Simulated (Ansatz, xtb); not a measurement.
The molecule AuS, multiplicity 2 (lowest of 2S+1 = 2, 4 at CCSD(T)/def2-TZVPP on PBE0 minima; our sources give no spin for the ground state, which may be another). No spin–orbit coupling.

Seven points along R, fitted to fifth degree in 1/R; most abundant isotopes. In def2 and cc sets the state is the lowest found near the PBE0 minimum, followed along R.

Correlated levels freeze the inner cores; with def2 sets outer-core shells near the valence are correlated too. CBS(a, b) extrapolates the correlation energy as X⁻³ and adds the Hartree–Fock energy of set b.

Programs: Ansatz (a program for electronic structure); xtb for the GFN methods.  In def2 rows elements past Kr take small-core potentials, without spin–orbit coupling. The GFN methods have no spin term and hold the electronic entropy of 300 K.

**Question.** What bond length and harmonic frequency does GFN1-xTB give?

**Answer.** r_e = 2.140 Å, ω_e = 446 cm⁻¹.

**Question.** What bond length and harmonic frequency does GFN2-xTB give?

**Answer.** r_e = 2.256 Å, ω_e = 316 cm⁻¹.

**Question.** What bond length and harmonic frequency does CCSD(T)/CBS(def2-TZVPP, def2-QZVPP) give?

**Answer.** r_e = 2.166 Å, ω_e = 406 cm⁻¹.
